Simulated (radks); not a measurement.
Problem. Isoelectronic series with 9 electrons, all held in the configuration [He] 2s2 2p5, which need not be the ground one along the series. Method: scalar-relativistic Kohn-Sham, LDA (Slater exchange, Perdew-Wang correlation), spin-unpolarised, spherical densities, finite nucleus; Fermi nuclear charge, rms radius of each element as measured or else 0.836 A^(1/3) + 0.57 fm; computed with a radial shooting solver on a logarithmic mesh with Libxc functionals. Total energies (hartree) and mean radii <r> (bohr) (* marks an orbital that is empty in some or all of the ions):

ion    E (hartree)     3p*     3s*       2p      2s       1s
Br26+  -2084.89776  0.4272  0.4435   0.1595  0.1842  0.04274
Kr27+  -2214.50620  0.4127  0.4286   0.1544  0.1783  0.04148
Rb28+  -2348.21243  0.3991  0.4148   0.1496  0.1728  0.04028
Zr31+  -2774.13978  0.3631  0.3778   0.1368  0.1581  0.03706
Nb32+  -2924.46294  0.3525  0.3669   0.1330  0.1537  0.03608
Mo33+  -3079.00058  0.3425  0.3565   0.1294  0.1495  0.03515
Tc34+  -3237.78164  0.3330  0.3467   0.1260  0.1455  0.03427
Ru35+  -3400.82938  0.3240  0.3374   0.1227  0.1418  0.03342
Rh36+  -3568.17538  0.3155  0.3285   0.1196  0.1381  0.03261
Pd37+  -3739.84621  0.3073  0.3200   0.1167  0.1347  0.03184
Ag38+  -3915.87365  0.2996  0.3120   0.1139  0.1314  0.03110
Cd39+  -4096.28546  0.2923  0.3043   0.1112  0.1282  0.03038
In40+  -4281.11882  0.2852  0.2969   0.1086  0.1252  0.02970
Sn41+  -4470.40261  0.2785  0.2899   0.1061  0.1223  0.02904
Sb42+  -4664.17319  0.2721  0.2832   0.1038  0.1195  0.02841
Te43+  -4862.46292  0.2660  0.2767   0.1015  0.1168  0.02780
I44+   -5065.31535  0.2601  0.2705  0.09931  0.1143  0.02721
Xe45+  -5272.76185  0.2545  0.2646  0.09722  0.1118  0.02664
Cs46+   -5484.8458  0.2491  0.2588  0.09521  0.1094  0.02610
Ba47+   -5701.6043  0.2439  0.2533  0.09328  0.1071  0.02557
La48+   -5923.0829  0.2389  0.2480  0.09141  0.1049  0.02505

Estimate the row of Sr29+.

Solution. E (hartree) -2486.03816; 3p* 0.3864; 3s* 0.4017; 2p 0.1451; 2s 0.1677; 1s 0.03915.
